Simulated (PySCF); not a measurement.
Compound: C4H8OSi.
Z-matrix (Å and degrees, PBE0-D3(BJ)/def2-SVP geometry), rows numbered from 1:
```
C 
O   1  1.3964
C   2  1.3868  1  113.06
C   3  1.4600  2  118.51  1  -147.94
C   4  1.3126  3   65.82  2   107.42
Si  5  1.8484  3  146.33  4   176.26
H   1  1.1080  2  112.12  3   -58.79
H   1  1.1082  2  111.97  3    62.50
H   1  1.0989  2  108.01  3  -178.11
H   3  1.1053  2  112.44  1    61.69
H   4  1.0887  3  146.18  5  -177.37
H   6  1.4939  5  109.17  3    57.66
H   6  1.4935  5  109.05  3   -60.87
H   6  1.4929  5  111.02  3   178.43
```

The calculation used PySCF 2.14.0, PBE0-D3(BJ)/def2-SVP geometry optimisation, gas phase.

Masses are those of the commonest isotopes; rigid-rotor values at the optimised geometry. The values belong to one conformer with, in the numbering `[CH3:1][O:2][C@H:3]1[CH:4]=[C:5]1[SiH3:6]`, C1–O2–C3–C4 -148°.

**Question.** Give the principal moments of inertia and the rotational constants in cm⁻¹.

**Answer.** Ia = 103.23, Ib = 286.98, Ic = 366.64 u·Å²; 505379 MHz·u·Å²/I gives 4895, 1761 and 1378 MHz, that is A = 0.16330, B = 0.05874, C = 0.04598 cm⁻¹.

**Question.** What kind of rotor is it?

**Answer.** An asymmetric top: κ = (2 × 1761 − 4895 − 1378)/(4895 − 1378) = -0.78.

**Question.** What does the inertial defect say?

**Answer.** Not planar: Δ = Ic − Ia − Ib = -23.58 u·Å². For a rigid frame Δ = −2 Σ m c², so Σ m c² = 11.79 u·Å² lies off the ab plane: 7.20 from hydrogen and 4.59 from heavier atoms. The atom farthest from that plane is 1.52 Å away.

**Question.** Which types of transition are allowed, and where do some lines up to J = 4 fall?

**Answer.** The dipole components are |μa| = 0.54 D, |μb| = 0.22 D, |μc| = 0.60 D. The squared components, which scale the intensities, stand as 0.80 : 0.14 : 1.00 (a : b : c). Some of the stronger lines:

```csv
type,branch,"J(Ka,Kc)",MHz,lower level (cm⁻¹)
a,Q,"1(1,0) ← 1(1,1)",383,0.209
a,Q,"4(2,2) ← 4(2,3)",479,1.490
c,Q,"2(1,2) ← 2(0,2)",2785,0.313
b,R,"2(0,2) ← 1(1,1)",3111,0.209
c,Q,"1(1,1) ← 1(0,1)",3134,0.105
b,Q,"1(1,0) ← 1(0,1)",3517,0.105
b,R,"1(1,1) ← 0(0,0)",6274,0.000
a,R,"3(0,3) ← 2(0,2)",9288,0.313
a,R,"3(2,1) ← 2(2,0)",9548,0.759
c,R,"2(1,1) ← 1(0,1)",10178,0.105
b,R,"3(1,3) ← 2(0,2)",11609,0.313
a,R,"4(1,4) ← 3(1,3)",11732,0.700
a,R,"4(3,1) ← 3(3,0)",12629,1.627
a,R,"4(2,2) ← 3(2,1)",12847,1.077
c,R,"3(1,2) ← 2(0,2)",13903,0.313
b,R,"4(1,4) ← 3(0,3)",14053,0.623
c,R,"2(2,0) ← 1(1,0)",16098,0.222
b,Q,"3(3,1) ← 3(2,2)",16649,1.072
c,R,"3(2,1) ← 2(1,1)",18985,0.444
c,R,"4(2,3) ← 3(1,3)",23677,0.700
c,R,"3(3,0) ← 2(2,0)",26036,0.759
b,R,"4(3,2) ← 3(2,1)",29104,1.077
b,R,"4(4,1) ← 3(3,0)",35842,1.627
c,R,"4(4,1) ← 3(3,1)",35844,1.627
```

**Question.** Estimate the classical rotational partition function at 10 K, 50 K and 298.15 K.

**Answer.** Point group C1, symmetry number σ = 1; q = (√π/σ)·√((kT/h)³/(ABC)), k/h = 20836.6 MHz/K: 1550 at 10 K, 17300 at 50 K, 252000 at 298.15 K.

PBE0-D3(BJ)/def2-SVP frequencies: not computed here. No vibrational averaging or centrifugal distortion is included, and the geometry carries the error of its method. A rigid rotor knows nothing of internal rotation, which can split or shift real lines.

On an Arm Neoverse V1 with one thread, shared host with 32 logical CPUs at a one-minute load of 16, this took 84 s of wall time and 0.50 GiB of memory at its peak. That covers the optimisation of the geometry.
